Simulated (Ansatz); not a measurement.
Correlation energies of `[CH3][Al]([CH3])[BH][SiH3]` by basis set

```csv
atom,x (Å),y (Å),z (Å)
C1,-1.4838,-0.2298,1.9143
Al2,-0.7715,-0.1772,0.0862
C3,-1.7860,0.7598,-1.3072
B4,1.1020,-1.0587,-0.3500
Si5,2.8290,-0.0400,-0.3797
H6,-1.9039,0.7395,2.2020
H7,-0.7485,-0.5185,2.6689
H8,-2.3061,-0.9534,1.9695
H9,-1.5459,0.4291,-2.3206
H10,-2.8656,0.6577,-1.1601
H11,-1.5633,1.8330,-1.2606
H12,1.2010,-2.2125,-0.6733
H13,2.8293,1.2048,0.4411
H14,4.0485,-0.8184,-0.0207
H15,2.9647,0.3845,-1.8098
```

Charge 0, multiplicity 1. Geometry: relaxed with PBE0-D4/def2-TZVP. It is one conformer, not always the lowest. Frozen core, restricted reference, Ansatz. CBS rows extrapolate triple and quadruple zeta; past MP2 they add the triple-zeta difference.

| basis | HF (Eh) | MP2 corr. | CCSD corr. | (T) | CCSD(T) total |
| --- | --- | --- | --- | --- | --- |
| def2-TZVPP | -637.11110 | ? | ? | ? | ? |
| def2-QZVPP | -637.13208 | ? | – | – | – |
| CBS(def2) | -637.13497 | -0.73561 | -0.81169 | as TZ | -637.97369 |

(1) Fill in the withheld values. (An estimate is asked.)

## Answers

(1) The calculation gave: def2-TZVPP MP2 corr.: -0.66022; def2-TZVPP CCSD corr.: -0.73630; def2-TZVPP (T): -0.02703; def2-TZVPP CCSD(T) total: -637.87443; def2-QZVPP MP2 corr.: -0.70353.
